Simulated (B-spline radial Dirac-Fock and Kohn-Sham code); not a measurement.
## Auger parameter of thulium: the K level and its strongest K-LL line

Model: Dirac-Fock energy differences between relaxed states, corrected for Breit and QED terms. Program: an atomic code on a B-spline grid. The modified Auger parameter α′ is the binding energy plus the kinetic energy of the Auger electron; it does not depend on the energy zero. For free ions it tends to fall with charge, since less charge screens the final holes.

| species | configuration | binding 1s (eV) | Auger line | kinetic (eV) | α′ (eV) |
| --- | --- | --- | --- | --- | --- |
| Tm | [Xe] 4f13 6s2 | 59386.3 | L2L3 J=2 | 40899.0 | 100285.3 |
| Tm | [Xe] 4f11 5d2 6s2 | 59402.9 | L2L3 J=2 | 40877.2 | 100280.2 |
| Tm⁺ | [Xe] 4f13 6s1 | 59393.6 | L2L3 J=2 | 40890.2 | 100283.8 |
| Tm⁺ (Watson 1.8 Å) | [Xe] 4f13 6s1 | 59386.3 | L2L3 J=2 | 40897.9 | 100284.2 |
| Tm²⁺ | [Xe] 4f13 | 59402.1 | L2L3 J=2 | 40880.6 | 100282.7 |
| Tm²⁺ (Watson 2.7 Å) | [Xe] 4f13 | 59391.4 | L2L3 J=2 | 40891.3 | 100282.7 |
| Tm³⁺ | [Xe] 4f12 | 59423.1 | L2L3 J=2 | 40855.3 | 100278.3 |
| Tm³⁺ | [Xe] 4f10 6s2 | 59449.7 | L2L3 J=2 | 40821.5 | 100271.2 |
| Tm³⁺ (Watson 2 Å) | [Xe] 4f12 | 59401.5 | L2L3 J=2 | 40876.9 | 100278.3 |
| Tm⁴⁺ | [Xe] 4f11 | 59446.6 | L2L3 J=2 | 40827.4 | 100274.0 |
| Tm⁵⁺ | [Kr] 4d10 4f11 5s2 5p5 | 59465.9 | L2L3 J=2 | 40807.7 | 100273.6 |
| Tm⁶⁺ | [Kr] 4d10 4f11 5s2 5p4 | 59486.2 | L2L3 J=2 | 40787.2 | 100273.4 |
| Tm⁷⁺ | [Kr] 4d10 4f11 5s2 5p3 | 59507.4 | L2L3 J=2 | 40766.1 | 100273.4 |

Values without a named source are computed, but for edge energies of neutral atoms, which are taken from tables.
